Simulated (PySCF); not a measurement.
Electron correlation in Kr⁺ (krypton, charge +1)

[Ar] 3d10 4s2 4p5, 2P determinant. Computed with PySCF 2.14 in def2-TZVPPD (7s6p5d1f, 57 functions), with no relativity, point nucleus. Frozen: [Ne]; 25 electrons correlated.

| level | correlation energy (mhartree) |
| --- | --- |
| CCSD | -315.26 |
| (T) | -7.48 |
| CCSD(T) | -322.74 |

Diagnostics: T1 = 0.0039, D1 = 0.0208, largest double amplitude 0.036.

Cost of the coupled-cluster step: roughly 28 core-seconds, for 25 correlated electrons.

Iterations:

```
CC2 = 0
CCSD nocc = (np.int64(13), np.int64(12)), nmo = (52, 52)
frozen orbitals [[0, 1, 2, 3, 4], [0, 1, 2, 3, 4]]
max_cycle = 100
direct = 0
conv_tol = 1e-08
conv_tol_normt = 1e-06
diis_space = 8
diis_start_cycle = 0
Init t2, MP2 energy = -0.310008584176229
Init E_corr(UCCSD) = -0.310008584177007
cycle = 1  E_corr(UCCSD) = -0.307958696661436  dE = 0.00204988752  norm(t1,t2) = 0.0396687
cycle = 2  E_corr(UCCSD) = -0.314684229983812  dE = -0.00672553332  norm(t1,t2) = 0.0109673
cycle = 3  E_corr(UCCSD) = -0.314784258741204  dE = -0.000100028757  norm(t1,t2) = 0.00386817
cycle = 4  E_corr(UCCSD) = -0.315292758559984  dE = -0.000508499819  norm(t1,t2) = 0.00114835
cycle = 5  E_corr(UCCSD) = -0.315257771578882  dE = 3.49869811e-05  norm(t1,t2) = 0.000175021
cycle = 6  E_corr(UCCSD) = -0.315254815734165  dE = 2.95584472e-06  norm(t1,t2) = 3.04506e-05
cycle = 7  E_corr(UCCSD) = -0.315256387596958  dE = -1.57186279e-06  norm(t1,t2) = 7.81773e-06
cycle = 8  E_corr(UCCSD) = -0.315256332832369  dE = 5.47645893e-08  norm(t1,t2) = 2.04265e-06
cycle = 9  E_corr(UCCSD) = -0.315256287329327  dE = 4.55030424e-08  norm(t1,t2) = 4.60621e-07
cycle = 10  E_corr(UCCSD) = -0.315256301868502  dE = -1.45391753e-08  norm(t1,t2) = 1.16079e-07
cycle = 11  E_corr(UCCSD) = -0.315256300925326  dE = 9.43176037e-10  norm(t1,t2) = 2.16312e-08
UCCSD converged
E(UCCSD) = -2751.837427720767  E_corr = -0.3152563009253259
UCCSD(T) correction = -0.00748188218893707
```

This basis was not built for core-valence correlation, so the inner-shell part is incomplete.
